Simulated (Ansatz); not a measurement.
Start from `NC([SiH3])[SiH2]O` and change one atom or group to get `NC([SiH3])N[SiH3]`.

Ansatz, PBE0-D4/def2-TZVP geometries, multiplicity 1. Each molecule was computed in one conformer, which needn't be the lowest.

```tsv
property	`NC([SiH3])[SiH2]O`
size of the dipole moment (B3LYP/def2-TZVPP) / D	1.99
LUMO energy (PBE/def2-TZVPP) / eV	-0.86
size of the dipole moment (PBE/def2-TZVPP) / D	1.91
HOMO energy (PBE/def2-TZVPP) / eV	-5.33
HOMO–LUMO gap (B3LYP/def2-TZVPP) / eV	6.19
HOMO–LUMO gap (ωB97M-V/def2-TZVPP) / eV	10.57
```

Task: What does the change do to each property? (Best estimate.)

Result: The calculation gave: 
```
                                        property  `NC([SiH3])N[SiH3]`  shift
size of the dipole moment (B3LYP/def2-TZVPP) / D                 1.08  -0.91
               LUMO energy (PBE/def2-TZVPP) / eV                -0.70   0.16
  size of the dipole moment (PBE/def2-TZVPP) / D                 1.19  -0.72
               HOMO energy (PBE/def2-TZVPP) / eV                -5.29   0.04
           HOMO–LUMO gap (B3LYP/def2-TZVPP) / eV                 6.30   0.11
         HOMO–LUMO gap (ωB97M-V/def2-TZVPP) / eV                10.60   0.03
```

Dipoles are sizes alone; their direction can turn.

B3LYP here is the variant with VWN-RPA as its local correlation; programs differ in this.
